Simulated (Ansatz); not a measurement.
Breaking the B1–H2 bond in BCl2H (SMILES ClBCl) (multiplicity 1 held, fragments rigid). Energies count from the point at 1.182 Å.
Geometry at that point (charge 0, multiplicity 1):
```json
[
 {"atom": "B", "x (Å)": "-0.4996", "y (Å)": "-0.3156", "z (Å)": "-0.3776"},
 {"atom": "H", "x (Å)": "-1.3415", "y (Å)": "-0.8474", "z (Å)": "-1.0138"},
 {"atom": "Cl", "x (Å)": "-0.3583", "y (Å)": "1.4202", "z (Å)": "-0.4187"},
 {"atom": "Cl", "x (Å)": "0.5841", "y (Å)": "-1.2776", "z (Å)": "0.5894"}
]
```

Restricted levels (R-, RO-) in cc, def2 and unpolarised 6-31G sets keep to the state of the molecule at rest. U- levels take the lowest unrestricted solution at each point, which mixes spins at long bonds. Active spaces are followed from a long bond inwards. Levels need not reach the same state.

Cores are frozen in the correlated methods.

The values were computed with Ansatz (Gaussian orbitals). Values without a source in brackets are computed.

Energies in kcal/mol.

```tsv
R (Å)	R-MP2/cc-pV(D+d)Z	U-SCS-MP2/cc-pV(D+d)Z	U-CCSD/cc-pV(D+d)Z	R-CCSD(T)/cc-pV(D+d)Z	U-CCSD(T)/cc-pV(D+d)Z	FIC-MRCISD+Q on CASSCF(2,2)/cc-pV(D+d)Z
0.945	29.1	29.2	29.2	29.4	29.4	29.3
1.063	6.5	6.6	6.6	6.7	6.7	6.7
1.182	0.0	0.0	0.0	0.0	0.0	0.0
1.300	2.6	2.5	2.4	2.3	2.3	2.4
1.418	10.2	10.1	9.8	9.6	9.6	9.7
1.595	26.0	25.8	25.1	24.6	24.6	24.7
1.772	43.3	43.0	41.6	40.7	40.7	40.8
2.068	70.5	79.4	67.1	64.6	65.2	64.7
2.363	92.9	95.5	86.5	82.2	83.8	82.3
2.718	113.0	102.2	99.4	94.4	98.0	95.1
3.190	129.7	104.8	104.4	99.5	104.2	102.5
3.781	137.2	105.5	105.5	97.4	105.4	105.1
```

Doubts at one or more of the structures used: a restricted determinant that unrestricted orbitals would lower (R-MP2/cc-pV(D+d)Z, R-CCSD(T)/cc-pV(D+d)Z); a spin-contaminated determinant (U-SCS-MP2/cc-pV(D+d)Z, U-CCSD/cc-pV(D+d)Z, U-CCSD(T)/cc-pV(D+d)Z); T1 above 0.05 (U-CCSD/cc-pV(D+d)Z, R-CCSD(T)/cc-pV(D+d)Z, U-CCSD(T)/cc-pV(D+d)Z); other coupled-cluster roots lie near (R-CCSD(T)/cc-pV(D+d)Z).

Ansatz is a quantum-chemistry and plane-wave program.
